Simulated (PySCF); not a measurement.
## [Mn(NCS)(CN)5]2-: what the settings change

The complex [Mn(NCS)(CN)5]2- (charge -2) contains Mn(IV), shell d3. The structure is a PBE0-D3(BJ)/def2-SVP, IEF-PCM water geometry optimised for multiplicity 4; coordination octahedral, point group C4v, metal–donor distances 1.88–1.99 Å.

The d shell alone is too small an active space for [Mn(NCS)(CN)5]2- (an active orbital has only 0.57 squared overlap with the free ion's shell): its levels, fitted parameters, g values and moments show what this model gives and aren't sound predictions.

```
14

Mn    0.0000    0.0000    0.0000
N     0.0000    0.0000    1.8841
C     0.0000    0.0000    3.0701
S     0.0000    0.0000    4.6682
C     0.0000    0.0000   -1.9667
N     0.0000    0.0000   -3.1306
C     1.9889    0.0000   -0.1044
N     3.1528    0.0000   -0.1371
C    -1.9889    0.0000   -0.1044
N    -3.1528    0.0000   -0.1371
C     0.0000    1.9889   -0.1044
N     0.0000    3.1528   -0.1371
C     0.0000   -1.9889   -0.1044
N     0.0000   -3.1528   -0.1371
```

Method (PySCF 2.14, density fitting): CASSCF(3,5) with orbitals averaged over all microstates of the shell, strongly contracted NEVPT2 on the averaged canonical orbitals; basis x2c-TZVPall on the metal, x2c-SVPall elsewhere; spin-free X2C; IEF-PCM water; spin-orbit coupling by state interaction with the mean-field operator over all roots.

Base run: NEVPT2 ground state 4B1 (from 4A2g), next 2A1 (from 2Eg) at 17736, then 2B1 (from 2Eg) at 17858 cm⁻¹, 10Dq(CASSCF) 30470, B(CASSCF) 870, ζ 322 cm⁻¹, D 0.12 cm⁻¹, g 1.988 1.988 1.990, μeff(300 K) 3.86 μB.

Question: What happens with orbitals averaged over the highest spin alone?

Answer: NEVPT2 ground state 4B1 (from 4A2g), next 2A1 (from 2Eg) at 18112, then 2B1 (from 2Eg) at 18234 cm⁻¹, 10Dq(CASSCF) 30737, B(CASSCF) 902, ζ 332 cm⁻¹, D 0.11 cm⁻¹, g 1.986 1.986 1.989, μeff(300 K) 3.86 μB.

Charge-transfer states lie outside this active space and may come lower than some of these levels. NEVPT2 lifts 4B2 (from 4T2g) from 32478 to 45458 cm⁻¹; on the d shell alone it tends to overshoot states that fill the eg-type orbitals. NEVPT2 on the d shell alone tends to put d–d bands too high for such charged or covalently bound ions.
